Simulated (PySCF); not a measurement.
C3H5BO2, SMILES C=CB(O)C=O. Atoms are numbered in the order given.

```xyz
11

C      2.5205     0.3569    -0.2294
C      1.4718    -0.4816    -0.1595
B      0.0121     0.0181    -0.0029
O     -0.2994     1.3279     0.0652
C     -1.2832    -0.9515     0.0963
O     -2.3805    -0.4350     0.2202
H      2.3758     1.4416    -0.1782
H      3.5525     0.0056    -0.3390
H      1.6702    -1.5601    -0.2152
H     -1.2679     1.4086     0.1632
H     -1.2072    -2.0715     0.0557
```

Geometry optimised at B3LYP-D3(BJ)/def2-SVP. The structure was generated by enumeration, and PubChem lists no compound with its InChIKey, so it may never have been made. Other conformers were not sampled.

Method: B3LYP/pcSseg-1 run with PySCF.

GIAO shieldings, no solvent; atoms listed in one row are averaged. δ = σ(ref) − σ: ¹³C against TMS (σ = 181.3 ppm); ¹¹B against BF3 (σ = 86.3 ppm); ¹⁷O against H2O (σ = 333.8 ppm); ¹H against TMS (σ = 31.68 ppm), references at their B3LYP-D3(BJ)/def2-TZVP geometries, non-relativistic.

```json
[
 {"nucleus": "¹³C", "atoms": "C5", "count": "1", "δ (ppm)": "243.7"},
 {"nucleus": "¹³C", "atoms": "C1", "count": "1", "δ (ppm)": "158.4"},
 {"nucleus": "¹³C", "atoms": "C2", "count": "1", "δ (ppm)": "141.1"},
 {"nucleus": "¹¹B", "atoms": "B3", "count": "1", "δ (ppm)": "13.2"},
 {"nucleus": "¹⁷O", "atoms": "O6", "count": "1", "δ (ppm)": "877.5"},
 {"nucleus": "¹⁷O", "atoms": "O4", "count": "1", "δ (ppm)": "161.1"},
 {"nucleus": "¹H", "atoms": "H11", "count": "1", "δ (ppm)": "11.52"},
 {"nucleus": "¹H", "atoms": "H7", "count": "1", "δ (ppm)": "7.46"},
 {"nucleus": "¹H", "atoms": "H10", "count": "1", "δ (ppm)": "7.13"},
 {"nucleus": "¹H", "atoms": "H8", "count": "1", "δ (ppm)": "7.11"},
 {"nucleus": "¹H", "atoms": "H9", "count": "1", "δ (ppm)": "6.86"}
]
```
